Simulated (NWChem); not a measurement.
System meant: AlH$_{2}$Se$_{2}$F; SMILES [F][Al]([SeH])[SeH]

Here is an NWChem input.

```
start job
memory heap 200 mb stack 900 mb global 1100 mb
geometry units angstroms noautoz
  Al     0.000000     0.000000    -0.694051
  F      0.000000     0.000000    -2.372206
  Se     2.060990    -0.256711     0.338907
  H      1.426225    -0.175949     1.681220
  Se    -2.060990     0.256711     0.338907
  H     -1.426225     0.175949     1.681220
end
basis spherical
  * library def2-svp
end
dft
  xc b3lyp
  iterations 4
  mulliken
end
task dft energy
```

End of the output:

```
    Atom       Charge   Shell Charges
 -----------   ------   -------------------------------------------------------
    1 Al  13    12.72   2.00  1.93  0.60  0.26  5.81  0.92  0.75  0.46
    2 F    9     9.23   1.98  1.01  0.77  3.22  2.25  0.00
    3 Se  34    34.03   2.00  2.00  1.96  1.08  0.63  5.99  5.80  2.05  2.46  7.82  2.04  0.20
    4 H    1     1.00   0.59  0.34  0.06
    5 Se  34    34.03   2.00  2.00  1.96  1.08  0.63  5.99  5.80  2.05  2.46  7.82  2.04  0.20
    6 H    1     1.00   0.59  0.34  0.06

 center of mass
 --------------
 x =   0.00000000 y =   0.00000000 z =   0.01795396

 moments of inertia (a.u.)
 ------------------
         512.454272696133           0.000000000000           0.000000000000
           0.000000000000        2958.645166272772           0.000000000000
           0.000000000000           0.000000000000        2446.190893576638

     Multipole analysis of the density
     ---------------------------------

     L   x y z        total         alpha         beta         nuclear
     -   - - -        -----         -----         ----         -------
     0   0 0 0     -0.000000    -46.000000    -46.000000     92.000000

     1   1 0 0     -0.000000     -0.000000     -0.000000     -0.000000
     1   0 1 0      0.000000      0.000000      0.000000      0.000000
     1   0 0 1      0.866008      0.433004      0.433004     -0.000000

     2   2 0 0    -43.309027   -552.767495   -552.767495   1062.225962
     2   1 1 0      0.000000      0.000000      0.000000      0.000000
     2   1 0 1      0.000000      0.000000      0.000000      0.000000
     2   0 2 0    -40.908063    -20.454032    -20.454032      0.000000
     2   0 1 1     -0.000000     -0.000000     -0.000000      0.000000
     2   0 0 2    -41.751467   -146.221789   -146.221789    250.692111

 ------------------------------------------------------------------------
 dft energy failed                                                                                  0
 ------------------------------------------------------------------------
 ------------------------------------------------------------------------
  current input line :
    19: task dft energy
 ------------------------------------------------------------------------
 ------------------------------------------------------------------------
 This type of error is most commonly associated with calculations not reaching convergence criteria
 ------------------------------------------------------------------------
 For more information see the NWChem manual at https://nwchemgit.github.io

0:dft energy failed:Received an Error in Communication
```

Can this run be used? If not, why, and what is the fix?

The run did not converge; its last values are not results. Cause: the SCF was allowed too few iterations. This input runs:
```
start job
memory heap 200 mb stack 900 mb global 1100 mb
geometry units angstroms noautoz
  Al     0.000000     0.000000    -0.694051
  F      0.000000     0.000000    -2.372206
  Se     2.060990    -0.256711     0.338907
  H      1.426225    -0.175949     1.681220
  Se    -2.060990     0.256711     0.338907
  H     -1.426225     0.175949     1.681220
end
basis spherical
  * library def2-svp
end
dft
  xc b3lyp
  iterations 150
  mulliken
end
task dft energy
```
It converges to -5146.09210 Ha (B3LYP/def2-SVP).
